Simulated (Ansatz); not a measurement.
Ideal-gas functions of CH4ClGaSe (`C[Se][GaH][Cl]`) at 500 K and 1 bar, from an Ansatz frequency run at PBE0-D4/def2-TZVP.

Molar mass 200.18 g/mol, point group C1 (symmetry number 1), electronic degeneracy 1, moments of inertia 127.569, 403.903, 528.259 u Å². Harmonic wavenumbers (cm⁻¹, unscaled): 42, 88, 104, 180, 298, 413, 439, 590, 605, 920, 934, 1312, 1460, 1464, 2030, 3089, 3189, 3201.

Use S(trans) = R[1.5 ln M + 2.5 ln T − 1.1517]; rotational temperatures θ = 24.2544 K / I; S(rot) = R[ln(√π/σ · √(T³/θAθBθC)) + 1.5]; for each mode x = 1.438777 ν̃/T, S = R[x/(eˣ − 1) − ln(1 − e⁻ˣ)] and H = RT x/(eˣ − 1); 1 cm⁻¹ = 0.0119627 kJ/mol; R = 8.31446 J/(mol·K).

Problem. By hand: the entropy, in J/(mol·K).

Solution. Translation 185.7. Rotation: θ = 0.1901, 0.0601, 0.0459 K, giving 126.1. Vibration, mode by mode: 25.89, 19.76, 18.38, 13.88, 9.84, 7.35, 6.90, 4.85, 4.68, 2.29, 2.22, 0.93, 0.66, 0.65, 0.17, 0.01, 0.01, 0.01, in all 118.5. Electronic 0.0. Sum 430.3 J/(mol·K).

Problem. By hand: H − E and G − E in kJ/mol, counted from the electronic energy.

Solution. Zero-point energy ½ × 20358 × 0.0119627 = 121.8; thermal vibration 26.9; translation, rotation and pV give 4 RT = 16.6. H − E = 165.3 kJ/mol, and G − E = 165.3 − 500 × 430.3/1000 = -49.8 kJ/mol.

Vibration gives 28 % of the entropy, 64.0 J/(mol·K) of it from the modes under 150 cm⁻¹: soft modes count most, and the harmonic formula is weakest for them. The sum counts one conformer and one mirror image; others add a mixing term.
